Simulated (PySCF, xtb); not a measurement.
Si(H)2(OH)(SeH) (H₄OSeSi), SMILES O[SiH2][SeH]. One conformer was computed; it need not be the lowest.

Harmonic wavenumbers (cm⁻¹) from GFN2-xTB in xtb at its own minimum, in rising order: 119, 173, 279, 349, 470, 575, 599, 724, 740, 780, 919, 2101, 2324, 2378, 3642.

**Question.** What does ωB97X-D3(BJ)/def2-SVP run with PySCF give at its own minimum? (Estimate from the structure and the level; the computed values follow.)

**Answer.** 167, 223, 304, 417, 504, 698, 765, 837, 915, 920, 965, 2261, 2308, 2497, 3925. Paired by order, the mean absolute difference is 104 cm⁻¹ and the zero-point energies are 23.1 and 25.3 kcal/mol.
